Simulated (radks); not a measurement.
Results of a calculation; reference values are marked as such.
Spherical jellium clusters: N electrons in a uniform positive sphere of charge N and radius rs N^(1/3), rs = 2.31 bohr. Level of theory: non-relativistic Kohn-Sham, LDA (Slater exchange, Perdew-Wang correlation), spin-polarised, spherical densities (a radial shooting solver with Libxc functionals). Levels are named by radial order and angular momentum (1s, 1p, 1d, 2s, ...), and open shells are averaged over m.

N = 2, configuration 1s2. This is the lowest configuration that the search found. Occupied and some empty levels:

| level | occupation | eigenvalue (eV) | <r> (bohr) |
|---|---|---|---|
| 1s | 2 | -4.8152 | 2.813 |
| 1p | 0 | -0.81561 | 5.243 |
| 2s | 0 | -0.068419 | 11.73 |

Energy (eV): total -1.98379, kinetic 6.5789, external -39.246, Hartree 17.611, exchange-correlation -9.3666, background 22.439. Static polarisability (adiabatic kernel): 57.46 bohr^3, against R^3 = 24.65 for a classical metal sphere.
